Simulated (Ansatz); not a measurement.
Reactions of `OB(F)[NH][GeH3]`.

Isolated molecules relaxed with PBE0-D4/def2-TZVP in Ansatz; ΔE leaves out vibrations. CCSD(T)/CBS is the MP2 limit (def2-TZVPP, def2-QZVPP) plus CCSD(T) − MP2 in def2-TZVPP, frozen cores. This one scheme is used for every species, atoms too. No spin–orbit coupling; open shells (•) take unrestricted orbitals. Spin–orbit coupling would lower the free atoms: a little for B, F, O; clearly for Ge. For Ge outer-core shells are correlated without core-valence functions, so the limit isn't a true one: a few kJ/mol of doubt a bond, and 10 to 20 or more in all where bonds break to atoms. Scalar relativity is left out up to krypton. Each species was taken in one conformer, which may not be the lowest.

```json
{"reaction": "`OB(F)[NH][GeH3]` + H–F → `OB(F)F` + `[NH2][GeH3]`", "CCSD(T)/CBS(def2) (kcal/mol)": "-5.4"}
{"reaction": "`OB(F)[NH][GeH3]` + CH₄ → `CB(O)F` + `[NH2][GeH3]`", "CCSD(T)/CBS(def2) (kcal/mol)": "25.5"}
{"reaction": "`OB(F)[NH][GeH3]` → B• + F• + Ge• + 5 H• + N• + O•", "CCSD(T)/CBS(def2) (kcal/mol)": "892.2"}
{"reaction": "`OB(F)[NH][GeH3]` + `NC#CO` → `NC#C[O][GeH3]` + `NB(O)F`", "CCSD(T)/CBS(def2) (kcal/mol)": "?"}
```

Task: Fill in the missing values. (Estimate.)

Result: Computed: `OB(F)[NH][GeH3]` + `NC#CO` → `NC#C[O][GeH3]` + `NB(O)F`: -4.0 kcal/mol.

Largest T1 diagnostic: 0.014, for B•.
